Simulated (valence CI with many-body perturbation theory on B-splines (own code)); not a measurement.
## Sr¹⁵⁺: what the settings do

Calculated by relativistic CI+MBPT: five valence electrons over a frozen Dirac-Fock core [Ar], a basis of 6 s, 6 p, 5 d, 5 f, 1 g functions for each j, with the one-electron correlation potential Σ1 (screened to all orders), the two-electron term Σ2, the three-electron term Σ3, Breit, model QED; selected single and double excitations, second order for the rest, scaled by the run's own slope (own B-spline code, finite nucleus).

No measured levels were compared; by estimate terms of the open shell hold to 2 to 4 % of their energy, and close levels can change places. Among the levels kept, up to 360 cm⁻¹ of a level comes from second order outside the variational space, and about a tenth of that is noise between levels of different J, which matters for small intervals. Only levels of the ground parity were solved; by the run's estimate the other parity begins above the list, which can be wrong where configurations are misplaced.

The reference run has the lowest level 3d⁵ ⁶S_5/2 and an ionisation energy of 561.240 eV. Its largest variational space holds 9956 state functions.

Names give the largest LS component (configuration and term), which can be under half, so a name can repeat, a term be missing and a line seem to break the LS rules; names also repeat where a configuration has a term twice.

Changed runs:
A. highest l with Σ1, explicit Σ2 and valence Breit (higher l get mean screening factors) 3 → 2
B. highest l with Σ1, explicit Σ2 and valence Breit (higher l get mean screening factors) 3 → 1
C. hole-hole ladder in Σ2 on → off; box radius (bohr) 7.163 → 10.88
D. factor on the speed of light 1 → 1.1 (bad on purpose)

Excitation energies of the reference run in cm⁻¹, and shifts in cm⁻¹:

```
                 Level  Reference       A       B       C       D
            3d⁵ ⁴G_5/2      79471    +812    -220    +667   +1710
           3d⁵ ⁴G_11/2      82579   +1027    +312    -688    +153
            3d⁵ ⁴G_7/2      82770    +785    -655    -378    +312
            3d⁵ ⁴G_9/2      84075    +777    -503    -685    -178
            3d⁵ ⁴P_5/2      86142    +758    +442   +4722   +1263
            3d⁵ ⁴P_3/2      88770    +756    +592   +5431   +1146
            3d⁵ ⁴P_1/2      92775    +826    +539   +6062    +233
            3d⁵ ⁴D_7/2     100427    +680     +87   +2657     -61
            3d⁵ ⁴D_1/2     106207    +753    -484   +3954   -1487
            3d⁵ ⁴D_5/2     107021    +749     +86   +4589   -1056
            3d⁵ ⁴D_3/2     108708    +736    -379   +4725   -1845
           3d⁵ ²I_11/2     118330   +1669    -946   -2911    +574
Ionisation energy (eV)    561.240  -0.023  -1.641  -0.349  +0.690
```
